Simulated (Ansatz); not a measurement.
This geometry of a periodic cell of 17 atoms, Nb16Cl (surface Nb(110), adsorbate Cl) is a first-order saddle point. Atoms 1 to 4 are held.

The calculation used DFT PBE, scalar-relativistic, plane waves, PAW (Ansatz). Settings: cutoff 420 eV, k mesh 3x4x1, fermi-dirac smearing 0.15 eV, no spin polarisation.

```xyz
17
Lattice="6.6000 0.0000 0.0000 3.3000 4.6669 0.0000 0.0000 0.0000 19.0004" Properties=species:S:1:pos:R:3
Nb 0.000 2.333 1.000
Nb 3.300 2.333 1.000
Nb 1.650 4.667 1.000
Nb 4.950 4.667 1.000
Nb -0.008 -0.004 3.258
Nb 3.296 -0.002 3.246
Nb 1.643 2.330 3.258
Nb 4.939 2.327 3.246
Nb -0.023 2.315 5.607
Nb 3.285 2.329 5.643
Nb 1.630 4.654 5.643
Nb 4.939 4.668 5.607
Nb 0.010 0.034 7.963
Nb 3.222 0.025 7.850
Nb 1.595 2.280 7.966
Nb 4.981 2.285 7.850
Cl 9.056 3.491 10.006
```

(1) Which two structures does it join? (They come from a converged band through this point; their orientation in space is the band's.)

(2) How far does it lie above each of them?

## Answers

(1) Contacts lost: Nb13–Cl17. Contacts made: Nb16–Cl17. The atom that moves furthest is Cl17, by 2.86 Å; four of its nearest neighbours are Nb13 2.56, Nb14 2.57, Nb15 2.70, Nb16 3.43 Å at the first end and Nb16 2.56, Nb15 2.57, Nb14 2.70, Nb13 3.43 Å at the last.

Image 0:

```xyz
17
Lattice="6.6000 0.0000 0.0000 3.3000 4.6669 0.0000 0.0000 0.0000 19.0004" Properties=species:S:1:pos:R:3
Nb 0.000 2.333 1.000
Nb 3.300 2.333 1.000
Nb 1.650 4.667 1.000
Nb 4.950 4.667 1.000
Nb -0.006 -0.001 3.248
Nb 3.305 -0.001 3.248
Nb 1.650 2.331 3.263
Nb 4.950 2.332 3.256
Nb -0.004 2.330 5.634
Nb 3.302 2.331 5.634
Nb 1.649 4.661 5.660
Nb 4.949 4.667 5.571
Nb 0.086 0.001 7.945
Nb 3.212 0.006 7.948
Nb 1.644 2.268 7.920
Nb 4.952 2.386 7.842
Cl 8.252 4.225 9.779
```

Image 6:

Only the atoms that move by more than 0.05 Å are listed.
```
Nb9 -0.001 2.334 5.571
Nb12 4.946 4.664 5.634
Nb13 0.002 0.052 7.842
Nb14 3.294 -0.066 7.920
Nb15 1.562 2.339 7.948
Nb16 5.036 2.334 7.945
Cl17 9.902 1.891 9.779
```

(2) 0.38 eV above the first and 0.38 eV above the second. This is the barrier of this one path; another mechanism may lie lower. Limits of this set-up: coarse k mesh, thin slab, slab without dipole correction, odd electron count without spin.

Time of the run: 26 min on 4 threads of Intel(R) Xeon(R) Platinum 8375C CPU @ 2.90GHz (Ice Lake), on a shared host, peak memory 3.7 GiB.
